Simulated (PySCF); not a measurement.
# Assignment exercise: C5H7FO2Si

Numbering as in the mapped SMILES `[O:1]=[C:2]1[O:3][CH2:4][CH:5]=[C:6]1[CH2:7][SiH2:8][F:9]` (H(Xn): hydrogen on atom n).

[PySCF 2.14.0 with density-fitted response routines: PBE0/pcSseg-1 with gauge-including orbitals; structure optimised with GFN2-xTB; one conformer; relativity neglected; averaged over atoms made equivalent by symmetry, fast rotation or ring inversion; in vacuum]

Chemical shifts δ = σref − σ; TMS for ¹³C (σ = 186.93 ppm) and ¹H (σ = 31.72 ppm), all at this level.

Q: Assign these signals to the numbered atoms. ¹³C{¹H} NMR (computed): δ 178.2, 150.3, 138.3, 73.4, 19.7.

A: 
| δ (ppm) | atoms | environment | reason |
| --- | --- | --- | --- |
| 178.2 | C2 | ester carbonyl carbon | lone-pair donation from the attached heteroatom keeps it upfield of a ketone carbonyl |
| 150.3 | C5 | β carbon of a C=C–C=O unit | conjugation with the carbonyl draws π density from the β position |
| 138.3 | C6 | α carbon of a C=C–C=O unit | an sp2 carbon of a C=C bond |
| 73.4 | C4 | allylic sp3 CH2 bonded to O | deshielded by the electronegative neighbour |
| 19.7 | C7 | allylic sp3 CH2 bonded to Si | – |

Q: Assign these signals to the numbered atoms. ¹H NMR (300 MHz, computed): δ 7.14 (t, 1H), 5.23 (m, 2H), 4.96 (m, 2H), 2.11 (m, 2H).

A: 
| δ (ppm) | atoms | environment | reason |
| --- | --- | --- | --- |
| 7.14 | H(C5) | hydrogen on a β carbon of a C=C–C=O unit | a vinylic proton, deshielded by the sp2 carbon and the C=C anisotropy |
| 5.23 | H(Si8) | hydrogen on a silicon bonded to C, F | – |
| 4.96 | H(C4) | hydrogen on an allylic sp3 CH2 bonded to O | its carbon carries O, hence the downfield position |
| 2.11 | H(C7) | hydrogen on an allylic sp3 CH2 bonded to Si | allylic position |

Splittings by ¹⁹F in the carbon and heteronuclear signals aren't shown, as no couplings were computed. Shifts are as computed. Against solution values, carbons near 30 ppm lie about +3 ppm off and those near 130 ppm about +5 ppm. Of 1211 compounds with measured shifts, 218 miss one by over three times the rms of a fit or turn the order of signals round; such compounds aren't used in these exercises. Multiplicities follow the n + 1 count of equivalent neighbours, as no J values were calculated; m marks all less simple cases, F and P coupling included.
